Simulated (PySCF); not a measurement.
Simulated absorption spectrum

Compound: C4H7NOSi.
SMILES: `CN[Si@@H]1C=CC1=O`

Computed, not measured: TDDFT CAM-B3LYP/def2-SVPD, vertical, gas phase, core orbitals frozen in the response in PySCF. The structure is a single GFN2-xTB conformer in the gas phase; no vibrational or solvent corrections. Torsions of this conformer, `[CH3:1][NH:2][Si@@H:3]1[CH:4]=[CH:5][C:6]1=[O:7]`: C1–N2–Si3–C4 -97°.

Computed states:

| state | E (eV) | f |
| --- | --- | --- |
| S1 | 3.22 | 0.0010 |
| S2 | 5.04 | 0.0037 |
| S3 | 5.35 | 0.0026 |
| S4 | 6.11 | 0.033 |
| S5 | 6.18 | 0.075 |
| S6 | 6.46 | 0.065 |
| S7 | 6.63 | 0.011 |
| S8 | 6.80 | 0.102 |

Each state is given a Gaussian of 0.3 eV full width at half maximum, with ε(max) = 2.175×10⁸ f / Δν̃ (Δν̃ the width in cm⁻¹). The width is an assumption, not a result. The curve ends short of the highest state used, and states not computed would add to its high-energy end.

Problem. What does the envelope look like, and where are its maxima?

Solution. 
```
λ (nm)  ε (L mol⁻¹ cm⁻¹)
 200.0              9689
 205.8              5479
 211.5               738
 217.3                31
 223.0                64
 228.8               210
 234.5               255
 240.3               284
 246.0               347
 251.8               229
 257.6                73
 263.3                12
 269.1                 1
 274.8                 0
 280.6                 0
 286.3                 0
 292.1                 0
 297.8                 0
 303.6                 0
 309.3                 0
 315.1                 0
 320.8                 0
 326.6                 0
 332.3                 0
 338.1                 0
 343.8                 1
 349.6                 3
 355.3                10
 361.1                22
 366.9                41
 372.6                63
 378.4                81
 384.1                89
 389.9                84
 395.6                70
 401.4                52
 407.1                34
 412.9                20
 418.6                11
 424.4                 6
 430.1                 3
 435.9                 1
 441.6                 0
 447.4                 0
```

Maxima: 385 nm (3.22 eV), ε about 89, made up of S1 (100%); 246 nm (5.05 eV), ε about 350, made up of S2 (96%); 233 nm (5.32 eV), ε about 260, made up of S2 (12%) and S3 (88%) (hardly more than a shoulder); 201 nm (6.18 eV), ε about 9800, made up of S4 (26%) and S5 (69%) (ε in L mol⁻¹ cm⁻¹; maxima over ε = 5, shares over 10%).

Problem. What would ε be at 6.18 eV, the highest of these maxima, with half the width (0.15 eV)?

Solution. About 16600 L mol⁻¹ cm⁻¹ against 9770, a factor of about 1.7; a lone state at its own centre would give exactly 2.

Problem. On this curve, what absorbance would a 10⁻³ mol/L sample give at 405 nm over a 1 cm path?

Solution. 405 nm is 3.061 eV, where ε is about 40 L mol⁻¹ cm⁻¹, so A = ε c l ≈ 0.04 (Beer–Lambert, with the gas-phase spectrum and the assumed width).

Problem. Coming from long wavelengths, where does ε first pass 100 L mol⁻¹ cm⁻¹?

Solution. At about 256 nm (4.84 eV), 1.62 eV above S1.

Hardware: one thread of an Arm Neoverse N1, no GPU, shared host with 64 logical CPUs at a one-minute load of 61. Cost: 82 s wall (with the writing of density and orbital grids), 0.92 GiB resident at most.
